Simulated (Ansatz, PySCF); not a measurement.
Pair of molecules: SiH4 (SMILES [SiH4]) (first 5 atoms) with HBr (SMILES Br); geometry from B3LYP-D3(BJ)/def2-TZVP.
(charge 0, multiplicity 1):
```xyz
7

Si     0.216    -0.237     0.011
H      0.804    -1.544     0.376
H     -0.993    -0.005     0.841
H     -0.181    -0.239    -1.415
H      1.188     0.847     0.268
Br    -0.052    -0.038     4.184
H     -0.714     0.021     2.921
```

Monomers are frozen at their geometry in the pair; levels with a basis set take the counterpoise correction.

Rows in 6-31G* carry no dispersion term and start afresh at each structure (6-31G* with six Cartesian d functions); the Pople sets are all-electron and without relativity.

The values were computed with Ansatz (a quantum-chemistry and plane-wave program) with Gaussian orbitals; PySCF for 6-31G* rows, the dispersion terms. Each number belongs to the level named beside it.

Question: One of these levels gives -0.17 kcal/mol for the interaction energy. Name it.
A. r2SCAN-D3(BJ)/def2-TZVPPD
B. CAM-B3LYP/def2-TZVPPD
C. HF/6-31G*

Answer: B, CAM-B3LYP/def2-TZVPPD. The others give 1.07 (HF/6-31G*), -0.99 (r2SCAN-D3(BJ)/def2-TZVPPD)
